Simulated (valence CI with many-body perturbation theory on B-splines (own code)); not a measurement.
**Gd31+: E2, E3, M1, M2 decay**

Computed by valence CI with perturbative core correlation (CI+MBPT): five valence electrons over a frozen Dirac-Fock core [Ar] 3d10, radial functions for each j: 11 s, 11 p, 10 d, 8 f, 5 g, 2 h, with the one-electron correlation potential Σ1, the two-electron term Σ2, the three-electron term Σ3, Breit, model QED; selected CI, second order for the rest, scaled by the run's own slope (own B-spline code, finite nucleus).

No measured spectrum was set against this ion. As an estimate, large intervals hold to a few tenths of a per cent, small ones and those within an open d or f shell to about a per cent. Among the levels kept, up to 2000 cm⁻¹ of a level comes from second order outside the variational space, and about a tenth of that is noise between levels of different J, which matters for small intervals.

Lines 1 to 20 of 20 in falling wavelength, among levels below 2848200 cm⁻¹, chosen from the decays that carry over 1 % of a level's rate. Wavelengths and rates use the calculated energies. Electric multipoles are in the length gauge, E1 and E2 with the static RPA response of the core. Weak lines are less certain than strong ones. Lines between different terms over intervals too small for the method are left out, as are lines whose strength nearly cancels. Branching is blank where the lifetime is uncertain.

Levels are named by their leading jj configuration (3d3/2^4 stands for four electrons in 3d with j = 3/2), which in mixed levels can hold well under half, so a name can repeat and another be missing. Letters in brackets count levels of one name in rising energy.

| λ vac (Å) | Upper | Lower | Type | A (s⁻¹) | Branch % |
| --- | --- | --- | --- | --- | --- |
| 2671 | (4s^2 4p1/2 4p3/2 4d5/2) J=9/2 | (4s^2 4p1/2 4p3/2 4d5/2) J=7/2 [a] | M1 | 2.33e+02 |  |
| 1296 | (4s^2 4p1/2 4p3/2 4d5/2) J=9/2 | (4s^2 4p1/2 4p3/2 4d3/2) J=7/2 | M1 | 5.70e+03 |  |
| 396.2 | (4s^2 4p3/2^2 4d5/2) J=9/2 | (4s^2 4p1/2 4p3/2 4d5/2) J=7/2 [b] | M1 | 1.50e+05 | 20.1 |
| 337.8 | (4s^2 4p1/2 4p3/2 4d5/2) J=9/2 | (4s^2 4p1/2^2 4d5/2) J=5/2 | E2 | 2.52e+03 |  |
| 322.7 | (4s^2 4p1/2 4p3/2^2) J=3/2 | (4s^2 4p1/2^2 4p3/2) J=3/2 | M1 | 6.05e+05 | 99.6 |
| 317.0 | (4s^2 4p3/2^3) J=3/2 | (4s^2 4p1/2 4p3/2^2) J=1/2 | M1 | 1.54e+05 | 11.4 |
| 302.4 | (4s^2 4p3/2^2 4d5/2) J=9/2 | (4s^2 4p1/2 4p3/2 4d5/2) J=9/2 | M1 | 2.93e+05 | 39.4 |
| 289.9 | (4s^2 4p1/2 4p3/2^2) J=5/2 | (4s^2 4p1/2^2 4p3/2) J=3/2 | M1 | 1.11e+05 | 91.3 |
| 289.9 | (4s^2 4p1/2 4p3/2^2) J=5/2 | (4s^2 4p1/2^2 4p3/2) J=3/2 | E2 | 1.03e+04 | 8.5 |
| 278.0 | (4s^2 4p3/2^3) J=3/2 | (4s^2 4p1/2 4p3/2^2) J=5/2 | M1 | 2.14e+05 | 15.9 |
| 278.0 | (4s^2 4p3/2^3) J=3/2 | (4s^2 4p1/2 4p3/2^2) J=5/2 | E2 | 2.33e+04 | 1.7 |
| 271.6 | (4s^2 4p3/2^2 4d5/2) J=9/2 | (4s^2 4p1/2 4p3/2 4d5/2) J=7/2 [a] | M1 | 2.48e+05 | 33.3 |
| 256.9 | (4s^2 4p1/2 4p3/2^2) J=1/2 | (4s^2 4p1/2^2 4p3/2) J=3/2 | M1 | 4.66e+05 | 97.2 |
| 256.9 | (4s^2 4p1/2 4p3/2^2) J=1/2 | (4s^2 4p1/2^2 4p3/2) J=3/2 | E2 | 1.32e+04 | 2.8 |
| 253.3 | (4s^2 4p3/2^3) J=3/2 | (4s^2 4p1/2 4p3/2^2) J=3/2 | M1 | 9.43e+05 | 70.1 |
| 245.2 | (4s^2 4p3/2^2 4d5/2) J=9/2 | (4s^2 4p1/2 4p3/2 4d3/2) J=7/2 | M1 | 2.74e+04 | 3.7 |
| 205.1 | (4s^2 4p1/2 4p3/2 4d5/2) J=9/2 | (4s 4p1/2^2 4p3/2^2) J=5/2 | E2 | 1.30e+03 |  |
| 122.2 | (4s^2 4p3/2^2 4d5/2) J=9/2 | (4s 4p1/2^2 4p3/2^2) J=5/2 | E2 | 1.11e+04 | 1.5 |
| 96.97 | (4s^2 4p1/2 4p3/2 4d5/2) J=9/2 | (4s^2 4p1/2 4p3/2^2) J=5/2 | M2 | 2.33e+03 |  |
| 72.66 | (4s^2 4p1/2 4p3/2 4d5/2) J=9/2 | (4s^2 4p1/2^2 4p3/2) J=3/2 | E3 | 1.26e+02 |  |
